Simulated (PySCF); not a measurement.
# Electron correlation in Ca (calcium, neutral)

[Ar] 4s1 4p1, high-spin 3P determinant (an excited configuration). Computed with PySCF 2.14 in ANO-RCC-VTZP, with the spin-free X2C one-electron Hamiltonian (Gaussian nucleus). Frozen: [Ar]; 2 electrons correlated.

With two correlated electrons CCSD is exact within the correlated space (frozen core and kept virtual orbitals).

```json
{"level": "CCSD", "correlation energy (mhartree)": "-3.17"}
```

Diagnostics: T1 = 0.0076, D1 = 0.0151, largest double amplitude 0.077.

Cost of the coupled-cluster step: about 0.14 core-seconds, for 2 correlated electrons.

The basis was made for the ground configuration and has no added diffuse functions, which can raise the energy of the promoted electron.
